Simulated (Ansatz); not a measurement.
**CHB2FO: structure from calculated spectroscopic constants**

These gas-phase data were calculated for one isomer of CHB2FO at r2SCAN-D4/def2-SVP (harmonic, unscaled wavenumbers; equilibrium rotational constants with average atomic masses):

- rotational constants: 22.91, 2.288, 2.08 GHz
- all wavenumbers above 1500 cm⁻¹: 3190, 2036, 1851
- dipole moment: 4.86 D (PBE0/def2-TZVPD)

Candidates:

(1) `OB=C=BF`, a singlet
(2) `O=BC=BF`, a singlet

Problem. Which structure fits?

Solution. Candidate (2). No mode falls between 3300 and 4000 cm⁻¹, where the O–H stretch of (1) would stand.

The same quantities for all candidates:

|  | rotational constants (GHz) | wavenumbers above 1500 cm⁻¹ | dipole (D) | E above the lowest, r2SCAN-D4/def2-SVP (kcal/mol) |
| --- | --- | --- | --- | --- |
| (1) | 752.3, 1.69, 1.686 | 3873, 2102, 1781 | 2.36 | 21.5 |
| (2) | 22.91, 2.288, 2.08 | 3190, 2036, 1851 | 4.86 | 0.0 |

Harmonic stretches to hydrogen usually lie a few per cent above observed fundamentals. Each candidate is one conformer. Programs: Ansatz 0.2.0.
